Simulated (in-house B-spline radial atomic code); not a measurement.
## The ytterbium ion Yb⁸⁺: [Kr] 4d10 4f11 5s2 5p2 9d1 (an excited or competing configuration)

Computed with a B-spline radial code for spherical atoms: Dirac-Hartree-Fock, average of configuration, Fermi nucleus of rms radius 5.3108 fm.

Effective charges: Z_r = [3n² - l(l+1)]/(2<r>) from the radius, Z_e = n√(-2ε) from the energy, and Slater's rules. Values are occupation-weighted means over j. An effective charge above Z reflects the relativistic contraction of the inner shells.

```tsv
shell	electrons	ε (eV)	<r> (bohr)	Z_r	Z_e	Slater
1s	2	-61868	0.01966	76.30	67.43	69.70
2s	2	-10745	0.08269	72.56	56.20	65.85
2p	6	-9532.5	0.07378	67.77	52.94	65.85
3s	2	-2604.3	0.2157	62.60	41.51	58.75
3p	6	-2227.6	0.2151	58.12	38.39	58.75
3d	10	-1744.3	0.196	53.56	33.97	48.85
4s	2	-668.73	0.4863	49.35	28.04	42.25
4p	6	-540.67	0.5146	44.70	25.22	42.25
4d	10	-363.84	0.5524	38.01	20.69	30.85
5s	2	-198.69	1.1	34.10	19.11	16.30
4f	11	-171.11	0.6347	28.36	14.19	20.50
5p	2	-165.04	1.214	30.07	17.41	16.30
9d	1	-20.275	8.774	13.51	10.99	9.00
```

The least bound orbital is 9d5/2 at -20.24 eV, and it is also the most diffuse (<r> = 8.791 bohr).

Spin-orbit splittings of the orbital energies (j = l + 1/2 above j = l - 1/2 when positive): 2p 1049 eV, 3p 226.5 eV, 3d 48.92 eV, 4p 52.29 eV, 4d 9.772 eV, 4f 1.619 eV, 5p 9.407 eV, 9d 0.09475 eV.

For the 1s electron the small component carries 6.9 % of the norm, the zero-frequency Breit interaction raises the level by 202.3 eV, self-energy by 124.3 eV, and vacuum polarisation lowers it by 22.14 eV.

The density falls to 0.001 bohr⁻³ at 2.495 bohr; Σ<r²> = 104.15 bohr² gives, by the non-relativistic formula and without the paramagnetism of open shells, a Langevin diamagnetic susceptibility of -82.49×10⁻⁶ cm³/mol.
